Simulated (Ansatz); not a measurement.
Ansatz (an electronic-structure program) input:
A basis named .json is the Basis Set Exchange file of that set.

Ansatz 0.2 input:
```yaml
crystal:
  periodic: [false, false, false]
  atoms:
    - {symbol: Si, position_ang: [0.00000000, -0.00000000, 0.00000000]}
    - {symbol: Br, position_ang: [-1.00575144, 1.96348762, -0.11194218]}
    - {symbol: Br, position_ang: [1.85347450, 0.05260901, -1.20050623]}
    - {symbol: Br, position_ang: [0.49797902, -0.45332915, 2.10377285]}
    - {symbol: Br, position_ang: [-1.34570208, -1.56276748, -0.79132444]}
basis:
  gaussian:
    orbitals: def2-TZVPPD.json
    fitting: {mean_field: def2-universal-jkfit, correlation: def2-TZVPPD-RIFIT.json}
magnetization: {spin_polarized: true, initial_magnetization: 2}
correlation: {method: mp2, electrons: outside_noble_gas}
```

**Question.** Predict the final energy.

**Answer.** -10579.33246 Eh (RI-MP2/def2-TZVPPD). The basis has 276 functions.

This state (charge 0, triplet) is run at the relaxed geometry of the species with charge 0 and multiplicity 1, and is a spin state other than that species' own.
